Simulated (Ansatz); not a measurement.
`FC/C(F)=C\C(F)(F)F` → `F/C=C(\F)CF` + `F[C]F` at 400 K and 1 bar (difluorocarbene loss).

Gas-phase electronic energies from Ansatz, PBE0-D4/def2-TZVP geometries. CCSD(T)/CBS is the MP2 limit (def2-TZVPP, def2-QZVPP) plus CCSD(T) − MP2 in def2-TZVPP, frozen cores. This one scheme is used for every species. Double bonds are as drawn, so ΔE can hold a change between cis and trans. Each species was taken in one conformer, which may not be the lowest.

| species | CCSD(T)/CBS energy (Eh) | H − E (kJ/mol) | S (J/(mol·K)) |
| --- | --- | --- | --- |
| `FC/C(F)=C\C(F)(F)F` | -652.93983 | 225.9 | 434.7 |
| `F/C=C(\F)CF` | -415.28050 | 181.1 | 353.7 |
| `F[C]F` | -237.54028 | 33.0 | 252.5 |

H − E and S are ideal-gas, rigid-rotor, harmonic terms from PBE0-D4/def2-TZVP, for one conformer and one mirror image of each species. 1 Eh = 2625.50 kJ/mol, R = 8.31446 J/(mol·K).

Problem. By hand: ΔE, ΔH, ΔS and ΔG.

Solution. ΔE = (-415.28050) + (-237.54028) − (-652.93983) = 0.11905 Eh = 312.6 kJ/mol. Δ(H − E) = 181.1 + 33.0 − 225.9 = -11.8, so ΔH = 300.8 kJ/mol. ΔS = 353.7 + 252.5 − 434.7 = 171.5 J/(mol·K). ΔG = 300.8 − 400 × (171.5)/1000 = 232.2 kJ/mol.

Problem. By hand: the equilibrium constant, and the temperature at which ΔG would vanish if ΔH and ΔS stayed fixed.

Solution. log₁₀ K = −ΔG/(RT ln 10) = -30.3. ΔG = 0 at ΔH/ΔS = 1754 K.

The number of gas molecules changes by +1, which sets the sign of ΔS. A doubt of 5 kJ/mol in ΔE shifts log₁₀ K by 0.7 here. Other conformers and mirror images would add mixing entropy, several J/(mol·K) or more a flexible species. Modes under 60 cm⁻¹, often nearly free rotors, make the harmonic entropy too high. These are equilibria of isolated gas molecules and say nothing of rates. Largest T1 diagnostic: 0.017 (customary marks: 0.02 for closed shells, 0.045 for open ones).
